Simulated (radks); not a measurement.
Question: Coherent X-ray form factor from a spherical all-electron density. All-electron calculation, Dirac Kohn-Sham, PBE, spin-unpolarised, spherical densities, finite nucleus; Fermi nuclear charge, rms radius of each element as measured or else 0.836 A^(1/3) + 0.57 fm. Program: a radial shooting solver on a logarithmic mesh with Libxc functionals.

sin(theta)/lambda (1/angstrom),f0 (electrons)
0.05,47.874
0.1,47.498
0.15,46.882
0.2,46.043
0.25,45.000
0.3,43.779
0.4,40.918
0.5,37.704
0.6,34.375
0.8,28.144
1,23.211
1.25,19.059
1.5,16.470
2,12.995

The species is in the configuration that NIST lists as its ground one. Which atom or ion scatters so?

Answer: The thulium ion Tm21+, [Kr] 4d10 4f2. Extrapolating in s^2 from the first two rows gives f0(0) = 48.0, near the electron count 48; among species with that count, the fall with angle is slower the higher Z, and the table is that of Z = 69; from so few rows the species is fixed only to a neighbour or two.
